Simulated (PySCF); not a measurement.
C3H7NO, triplet, at a GFN2-xTB geometry (a higher spin typed on purpose: for a closed-shell molecule this is an excited state); MP2/3-21G in PySCF.

The PySCF input:
```python
from pyscf import gto, scf, mp

mol = gto.M(
    atom='''
C     1.43798509   -0.21479373    0.40418359
N     0.00821279   -0.33161500    0.23877753
C    -0.48626134   -1.66600490    0.06696889
C    -0.65928055    0.69588540   -0.49319311
O    -0.62168424    1.93608778   -0.17996311
H     1.67390001    0.83187724    0.58812928
H     1.74408472   -0.81518089    1.26239341
H     1.99623087   -0.56263552   -0.47457389
H    -1.56937853   -1.63569785   -0.03204501
H    -0.05905694   -2.16689787   -0.81231222
H    -0.22113001   -2.25521047    0.94694802
H    -0.40332508    0.54582763   -1.57803379
''',
    basis='3-21g',
    spin=2,
    verbose=4,
)

mf = scf.UHF(mol)
mf.kernel()

pt = mp.MP2(mf, frozen=5)
pt.kernel()
print('E(MP2) = %.10f' % pt.e_tot)
mf.analyze()
```

The log (banner, timings and long lists left out):

```
PySCF version 2.14.0

[INPUT] verbose = 4
[INPUT] num. atoms = 12
[INPUT] num. electrons = 40
[INPUT] charge = 0
[INPUT] spin (= nelec alpha-beta = 2S) = 2
[INPUT] symmetry False subgroup None
[INPUT] Mole.unit = angstrom
[INPUT] Symbol           X                Y                Z      unit          X                Y                Z       unit  Magmom
[INPUT]  1 C      1.437985090000  -0.214793730000   0.404183590000 AA    2.717397991308  -0.405901322974   0.763796289143 Bohr   0.0
[INPUT]  2 N      0.008212790000  -0.331615000000   0.238777530000 AA    0.015519923819  -0.626661528798   0.451224136400 Bohr   0.0
[INPUT]  3 C     -0.486261340000  -1.666004900000   0.066968890000 AA   -0.918900757564  -3.148292983183   0.126552860966 Bohr   0.0
[INPUT]  4 C     -0.659280550000   0.695885400000  -0.493193110000 AA   -1.245859678753   1.315032820083  -0.931999904422 Bohr   0.0
[INPUT]  5 O     -0.621684240000   1.936087780000  -0.179963110000 AA   -1.174812949558   3.658675657317  -0.340080990425 Bohr   0.0
[INPUT]  6 H      1.673900010000   0.831877240000   0.588129280000 AA    3.163212578807   1.572020152859   1.111403265038 Bohr   0.0
[INPUT]  7 H      1.744084720000  -0.815180890000   1.262393410000 AA    3.295842458839  -1.540468624079   2.385577806356 Bohr   0.0
[INPUT]  8 H      1.996230870000  -0.562635520000  -0.474573890000 AA    3.772329625702  -1.063227040752  -0.896814677969 Bohr   0.0
[INPUT]  9 H     -1.569378530000  -1.635697850000  -0.032045010000 AA   -2.965695607473  -3.091020959040  -0.060556292559 Bohr   0.0
[INPUT] 10 H     -0.059056940000  -2.166897870000  -0.812312220000 AA   -0.111601442355  -4.094843514203  -1.535047623437 Bohr   0.0
[INPUT] 11 H     -0.221130010000  -2.255210470000   0.946948020000 AA   -0.417875156822  -4.261730141552   1.789472411999 Bohr   0.0
[INPUT] 12 H     -0.403325080000   0.545827630000  -1.578033790000 AA   -0.762173940368   1.031464731920  -2.982051678409 Bohr   0.0

nuclear repulsion = 179.00902196868
number of shells = 39
number of NR pGTOs = 96
number of NR cGTOs = 59
basis = 3-21g
ecp = {}

******** <class 'pyscf.scf.uhf.UHF'> ********
method = UHF
initial guess = minao
damping factor = 0
level_shift factor = 0
DIIS = <class 'pyscf.scf.diis.CDIIS'>
diis_start_cycle = 1
diis_space = 8
diis_damp = 0
SCF conv_tol = 1e-09
SCF conv_tol_grad = None
SCF max_cycles = 50
direct_scf = True
direct_scf_tol = 1e-13
number electrons alpha = 21  beta = 19
Set gradient conv threshold to 3.16228e-05
init E= -246.188326939858

cycle= 1 E= -245.210744971555  delta_E= 0.978  |g|= 0.638  |ddm|= 2.38
cycle= 2 E= -245.247725839118  delta_E= -0.037  |g|= 0.683  |ddm|=  1.4
cycle= 3 E= -245.429383854063  delta_E= -0.182  |g|= 0.0776  |ddm|= 0.754
cycle= 4 E= -245.437064294393  delta_E= -0.00768  |g|= 0.0336  |ddm|= 0.163
cycle= 5 E= -245.43958441194  delta_E= -0.00252  |g|= 0.023  |ddm|= 0.0768
cycle= 6 E= -245.441812325543  delta_E= -0.00223  |g|= 0.0181  |ddm|= 0.0778
cycle= 7 E= -245.444006664612  delta_E= -0.00219  |g|= 0.0148  |ddm|= 0.0919
cycle= 8 E= -245.445857427141  delta_E= -0.00185  |g|= 0.0105  |ddm|= 0.11
cycle= 9 E= -245.446547385969  delta_E= -0.00069  |g|= 0.00753  |ddm|= 0.0617
cycle= 10 E= -245.44696688741  delta_E= -0.00042  |g|= 0.00505  |ddm|= 0.0538
cycle= 11 E= -245.447156593558  delta_E= -0.00019  |g|= 0.00412  |ddm|= 0.0321
cycle= 12 E= -245.447321458909  delta_E= -0.000165  |g|= 0.00257  |ddm|= 0.0422
cycle= 13 E= -245.447398901106  delta_E= -7.74e-05  |g|= 0.00244  |ddm|= 0.0303
cycle= 14 E= -245.447414232878  delta_E= -1.53e-05  |g|= 0.00154  |ddm|= 0.0082
cycle= 15 E= -245.447435289659  delta_E= -2.11e-05  |g|= 0.000644  |ddm|= 0.02
cycle= 16 E= -245.447438255226  delta_E= -2.97e-06  |g|= 0.000472  |ddm|= 0.00507
cycle= 17 E= -245.44743954448  delta_E= -1.29e-06  |g|= 0.000257  |ddm|= 0.00389
cycle= 18 E= -245.447440014421  delta_E= -4.7e-07  |g|= 9.52e-05  |ddm|= 0.00277
cycle= 19 E= -245.447440073213  delta_E= -5.88e-08  |g|= 3.92e-05  |ddm|= 0.000946
cycle= 20 E= -245.447440077878  delta_E= -4.66e-09  |g|= 1.43e-05  |ddm|= 0.000285
cycle= 21 E= -245.447440078205  delta_E= -3.26e-10  |g|= 7.77e-06  |ddm|= 6.71e-05
Extra cycle  E= -245.447440078302  delta_E= -9.71e-11  |g|= 5.42e-06  |ddm|= 1.37e-05
converged SCF energy = -245.447440078302  <S^2> = 2.03155  2S+1 = 3.0209601

******** <class 'pyscf.mp.ump2.UMP2'> ********
nocc = (np.int64(16), np.int64(14)), nmo = (54, 54)
frozen orbitals 5
E(UMP2) = -245.909097450855  E_corr = -0.46165737255274
E(SCS-UMP2) = -245.906115866244  E_corr = -0.458675787941749
E_corr(same-spin) = -0.109976606678699
E_corr(oppo-spin) = -0.351680765874041
E(MP2) = -245.9090974509
**** SCF Summaries ****
Total Energy =                        -245.447440078301895
Nuclear Repulsion Energy =             179.009021968680429
One-electron Energy =                 -687.926750780832890
Two-electron Energy =                  263.470288733850566
Two-electron Coulomb Energy =          296.242297785840492
DFT Exchange-Correlation Energy =      -32.772009051989926
**** MO energy ****
                             alpha | beta                alpha | beta
MO #1   energy= -20.375484348721   | -20.3487079303659  occ= 1 | 1
MO #2   energy= -15.640467264659   | -15.6078046203993  occ= 1 | 1
MO #3   energy= -11.2447812900175  | -11.2476058835545  occ= 1 | 1
MO #4   energy= -11.2419643277175  | -11.2433720998984  occ= 1 | 1
MO #5   energy= -11.1733674090583  | -11.1624346947799  occ= 1 | 1
MO #6   energy= -1.37886621365569  | -1.29179729020836  occ= 1 | 1
MO #7   energy= -1.29529159604182  | -1.21404329463965  occ= 1 | 1
MO #8   energy= -1.03207548803017  | -1.02527380282742  occ= 1 | 1
MO #9   energy= -0.968478280642807 | -0.932897381079454 occ= 1 | 1
MO #10  energy= -0.823240270178649 | -0.767056399699689 occ= 1 | 1
MO #11  energy= -0.743238599981014 | -0.680649492717739 occ= 1 | 1
MO #12  energy= -0.707307759682458 | -0.66438792261177  occ= 1 | 1
MO #13  energy= -0.664107551431775 | -0.6303029087841   occ= 1 | 1
MO #14  energy= -0.607497861258237 | -0.596659623222016 occ= 1 | 1
MO #15  energy= -0.595909467374132 | -0.573971056971558 occ= 1 | 1
MO #16  energy= -0.576656068160389 | -0.571098617248503 occ= 1 | 1
MO #17  energy= -0.559040162386178 | -0.49727990085214  occ= 1 | 1
MO #18  energy= -0.517744283699547 | -0.349536038870363 occ= 1 | 1
MO #19  energy= -0.489700020644744 | -0.319374264903715 occ= 1 | 1
MO #20  energy= -0.384287223570421 | 0.0311847927578075 occ= 1 | 0
MO #21  energy= -0.242414150665659 | 0.22682498964067   occ= 1 | 0
MO #22  energy= 0.226844925497159  | 0.239899689204619  occ= 0 | 0
MO #23  energy= 0.281887249134788  | 0.289353067820488  occ= 0 | 0
MO #24  energy= 0.289293450562528  | 0.300399606823667  occ= 0 | 0
MO #25  energy= 0.296421325430326  | 0.315549572792006  occ= 0 | 0
MO #26  energy= 0.306743269750438  | 0.327221588216747  occ= 0 | 0
MO #27  energy= 0.321163893238059  | 0.335267065380527  occ= 0 | 0
MO #28  energy= 0.333014904586898  | 0.349591027260938  occ= 0 | 0
MO #29  energy= 0.365955756777727  | 0.401270219035358  occ= 0 | 0

To work with the spin densities directly, `use mulliken_meta_spin()` only printing them here.

 ** Mulliken spin pop alpha/beta on meta-lowdin orthogonal AOs **
 ** Mulliken Spin Density (per AO)  **
spin_pop of  0 C 1s        0.00000
spin_pop of  0 C 2s       -0.00805
spin_pop of  0 C 3s        0.00015
spin_pop of  0 C 2px      -0.02179
spin_pop of  0 C 2py      -0.00671
spin_pop of  0 C 2pz      -0.02336
spin_pop of  0 C 3px       0.00067
spin_pop of  0 C 3py       0.00024
spin_pop of  0 C 3pz       0.00010
spin_pop of  1 N 1s       -0.00001
spin_pop of  1 N 2s        0.07042
spin_pop of  1 N 3s        0.00015
spin_pop of  1 N 2px       0.08111
spin_pop of  1 N 2py       0.05052
spin_pop of  1 N 2pz       0.73900
spin_pop of  1 N 3px      -0.00019
spin_pop of  1 N 3py       0.00007
spin_pop of  1 N 3pz       0.00254
spin_pop of  2 C 1s        0.00000
spin_pop of  2 C 2s       -0.01274
spin_pop of  2 C 3s        0.00011
spin_pop of  2 C 2px      -0.01320
spin_pop of  2 C 2py      -0.04268
spin_pop of  2 C 2pz      -0.02559
spin_pop of  2 C 3px       0.00011
spin_pop of  2 C 3py       0.00052
spin_pop of  2 C 3pz       0.00056
spin_pop of  3 C 1s       -0.00000
spin_pop of  3 C 2s        0.07338
spin_pop of  3 C 3s        0.00305
spin_pop of  3 C 2px       0.24500
spin_pop of  3 C 2py       0.03728
spin_pop of  3 C 2pz      -0.01171
spin_pop of  3 C 3px      -0.00220
spin_pop of  3 C 3py       0.00097
spin_pop of  3 C 3pz       0.00090
spin_pop of  4 O 1s       -0.00001
spin_pop of  4 O 2s        0.01561
spin_pop of  4 O 3s       -0.00024
spin_pop of  4 O 2px       0.57671
spin_pop of  4 O 2py       0.01245
spin_pop of  4 O 2pz       0.01839
spin_pop of  4 O 3px       0.00068
spin_pop of  4 O 3py      -0.00002
spin_pop of  4 O 3pz      -0.00033
spin_pop of  5 H 1s        0.00564
spin_pop of  5 H 2s       -0.00002
spin_pop of  6 H 1s        0.01890
spin_pop of  6 H 2s        0.00014
spin_pop of  7 H 1s        0.05126
spin_pop of  7 H 2s        0.00010
spin_pop of  8 H 1s        0.00730
spin_pop of  8 H 2s        0.00106
spin_pop of  9 H 1s        0.04960
spin_pop of  9 H 2s       -0.00010
spin_pop of  10 H 1s        0.02618
spin_pop of  10 H 2s        0.00014
spin_pop of  11 H 1s        0.07761
spin_pop of  11 H 2s        0.00032
 ** Mulliken Spin Density (per atom)  **
spin density of  0 C =     -0.05875
spin density of  1 N =      0.94362
spin density of  2 C =     -0.09290
spin density of  3 C =      0.34667
spin density of  4 O =      0.62324
spin density of  5 H =      0.00563
spin density of  6 H =      0.01904
spin density of  7 H =      0.05135
spin density of  8 H =      0.00836
spin density of  9 H =      0.04950
spin density of  10 H =      0.02632
spin density of  11 H =      0.07793
 ** Mulliken pop alpha/beta on meta-lowdin orthogonal AOs **
 ** Mulliken pop       alpha | beta **
In total            21.00000 | 19.00000
 ** Mulliken atomic charges   ( Nelec_alpha | Nelec_beta ) **
charge of  0C =     -0.16612  (     3.05369      3.11244 )
charge of  1N =      0.11155  (     3.91603      2.97242 )
charge of  2C =     -0.15488  (     3.03099      3.12389 )
charge of  3C =     -0.10919  (     3.22793      2.88126 )
charge of  4O =     -0.45180  (     4.53752      3.91428 )
charge of  5H =      0.13807  (     0.43378      0.42815 )
charge of  6H =      0.10668  (     0.45618      0.43714 )
charge of  7H =      0.12114  (     0.46511      0.41375 )
charge of  8H =      0.13809  (     0.43514      0.42678 )
charge of  9H =      0.11950  (     0.46500      0.41550 )
charge of  10H =      0.11310  (     0.45661      0.43029 )
charge of  11H =      0.03385  (     0.52204      0.44411 )
Dipole moment(X, Y, Z, Debye):  3.63578, -6.63745,  0.95360
```
